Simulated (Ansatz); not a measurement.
```yaml
crystal:
  periodic: [false, false, false]
  atoms:
    - {symbol: N, position_ang: [-0.704267, 0.228672, -1.411401]}
    - {symbol: C, position_ang: [-0.329967, 0.748837, -0.105474]}
    - {symbol: Sn, position_ang: [0.891116, -0.705018, 0.918223]}
    - {symbol: H, position_ang: [-1.300212, -0.584412, -1.324952]}
    - {symbol: H, position_ang: [-1.219049, 0.918164, -1.946411]}
    - {symbol: H, position_ang: [0.296343, 1.634081, -0.239822]}
    - {symbol: H, position_ang: [-1.166504, 1.039616, 0.544654]}
    - {symbol: H, position_ang: [0.112264, -2.225911, 0.809673]}
    - {symbol: H, position_ang: [1.073242, -0.293767, 2.569646]}
    - {symbol: H, position_ang: [2.429933, -0.811361, 0.188963]}
basis:
  gaussian: {orbitals: LANL2DZ}
total_charge: 1
magnetization: {spin_polarized: true, initial_magnetization: 1}
hamiltonian: {xc: {name: rPW86-PBE}, dispersion: d4}
```

```sh
$ ansatz run in.yaml --threads 2 --pin off --events-out ev --progress --plain --max-ram 4352MiB
```

Q: How does Ansatz answer? (Estimate.)

A: The calculation gave: The program refused the input.
```
Error: <dir> can't be read: No such file or directory (os error 2)
```
